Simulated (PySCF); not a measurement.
Does the drawn structure hold up?

CH3Al2Cl4F. Drawn bonds (atoms numbered from 1): F1–Al2, Al2–Cl3, Al2–Cl4, Cl4–Al5, Al5–C6, C6–Cl7, Al5–Cl8, Al2–Cl8, Al5–H9, C6–H10, C6–H11.

Geometry after optimisation with GFN2-xTB (Å):

```
atom  x, y, z in Å
F1     2.962    0.611    1.741
Al2    2.402   -0.440    0.598
Cl3    3.540   -1.742   -0.441
Cl4    1.178    0.848   -0.726
Al5   -0.584   -0.294   -0.148
C6    -2.068    0.757    0.695
Cl7   -2.208    1.017   -1.112
Cl8    0.582   -1.307    1.438
H9    -0.742   -1.470   -1.127
H10   -2.998    0.272    0.992
H11   -2.059    1.752    1.143
```

Here a drawn bond counts as lost beyond 1.3 times the sum of covalent radii plus 0.1 Å; another pair counts as a new contact within 1.08 times that sum, or 1.2 times among H, C, N, O, F, S and Cl. Covalent radii used (Å): Al 1.21, C 0.73, Cl 1.02, F 0.57, H 0.31.

Q: Which drawn bonds no longer describe this geometry, and which new contacts appear?

A: No drawn bond is lost. New contacts: Al5–Cl7 (2.30 Å; radii sum 2.23 Å). The tight-binding optimisation can itself be at fault, so a check at a higher level is due before the drawing is dismissed.

Q: How long is each drawn bond in this geometry?

A: 
```
drawn bond  length (Å)  over radii sum
    F1–Al2       1.651            0.93
   Al2–Cl3       2.018            0.90
   Al2–Cl4       2.216            0.99
   Cl4–Al5       2.178            0.98
    Al5–C6       2.005            1.03
    C6–Cl7       1.831            1.05
   Al5–Cl8       2.214            0.99
   Al2–Cl8       2.183            0.98
    Al5–H9       1.538            1.01
    C6–H10       1.090            1.05
    C6–H11       1.091            1.05
```

These are computed values.
